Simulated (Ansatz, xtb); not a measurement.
# Relative energy of two isomers of C2H2Te

Structure a: `C#C[TeH]`, a singlet. Structure b: `C=C=[Te]`, a singlet. Both are isolated molecules in the gas phase, relaxed with BLYP-D3(BJ)/def2-SVP.

Quicker runs give these differences E(b) − E(a): GFN2-xTB +0.7 kcal/mol; HF/STO-3G +1.1 kcal/mol (at GFN2-xTB geometries); r2SCAN-D4/def2-SVP −16.1 kcal/mol (at GFN2-xTB geometries).

Q: Estimate E(b) − E(a) at the level CCSD(T)/def2-TZVPP.

A: Calculated at CCSD(T)/def2-TZVPP: E(b) − E(a) = −9.4 kcal/mol, so structure b lies lower.

How the difference moves with the method:

```csv
level,geometry,E(b) − E(a) (kcal/mol),departure from the last row (kcal/mol),"job, with rough time for the two"
GFN2-xTB,GFN2-xTB,+0.7,+10.1,"optimisation, 0.12 s"
HF/STO-3G,GFN2-xTB,+1.1,+10.5,"single point, 0.74 s"
r2SCAN-D4/def2-SVP,GFN2-xTB,−16.1,−6.8,"single point, 2.6 s"
BLYP-D3(BJ)/def2-SVP,BLYP-D3(BJ)/def2-SVP,−15.2,−5.8,"optimisation, 14 s"
HF/def2-TZVPP,BLYP-D3(BJ)/def2-SVP,−4.4,+5.0,part of the CCSD(T) run
MP2/def2-TZVPP,BLYP-D3(BJ)/def2-SVP,−8.5,+0.8,part of the CCSD(T) run
CCSD(T)/def2-TZVPP,BLYP-D3(BJ)/def2-SVP,−9.4,,"single point, 74 s"
```

As drawn, b has 1 C=C, 1 C=Te, 1 C–H in place of 1 C≡C, 1 C–Te, 1 Te–H.

GFN2-xTB, HF/STO-3G put the two in the other order. The largest departure from CCSD(T)/def2-TZVPP is that of HF/STO-3G, 10.5 kcal/mol.

With harmonic frequencies from BLYP-D3(BJ)/def2-SVP (ideal gas, rigid rotor, one conformer each, 600 K, 1 atm): on the last row, ΔE + ΔZPE = −7.3, ΔH = −8.0, ΔG = −5.4 kcal/mol.

The T1 diagnostic of structure b is large, so the coupled-cluster value is less sure. The correlated steps freeze 6 core orbitals; the filled d shell of Te is correlated, in a basis made for valence electrons. Atoms past krypton carry core potentials in the def2 sets, other sets are all-electron and non-relativistic, and no spin–orbit term is included. Programs: Ansatz 0.2.0, xtb 6.7.1; the last row on 1 thread of Intel(R) Xeon(R) Platinum 8488C (Sapphire Rapids) on a shared host.
